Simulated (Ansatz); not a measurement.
System: CHSe₂, charge 1, multiplicity 1. It need not be the lowest isomer of its formula. 
Coordinates optimised at B3LYP-D3(BJ)/def2-TZVP (Ansatz, a program for electronic structure):
SMILES: [Se]=C=[SeH+]
```xyz
4

Se    -1.6938     0.0047     0.0958
C      0.0906     0.0312    -0.0334
Se     1.7319    -0.0428    -0.0639
H     -1.8376     1.1088    -0.8866
```
Charge +1, spin multiplicity 1.

Basis-set convergence of Hartree-Fock and CCSD correlation energies (hartree) with Ansatz. Valence correlation only, unless marked. Spin-orbit coupling is left out. Frozen are the shells of the preceding noble gas and the d and f shells that filled before the atom's block. Non-relativistic.

The Hartree-Fock reference is unstable (checked in the largest basis), which strains HF and MP2. 

```
basis    functions        E(HF)  E(corr, CCSD)
-------  ---------  -----------  -------------
cc-pVDZ         73  -4837.73782       -0.38521
cc-pVTZ        130  -4837.90003       -0.46989
cc-pVQZ        221  -4837.90914       -0.49745
```

Extrapolating the two largest sets (X = 3 and 4) as X^-3: E(corr) = (64·(-0.49745) - 27·(-0.46989))/37 = -0.5176 Eh, an estimate of the basis-set limit. The largest set recovers 96.1 % of it, the smallest 74.4 %.
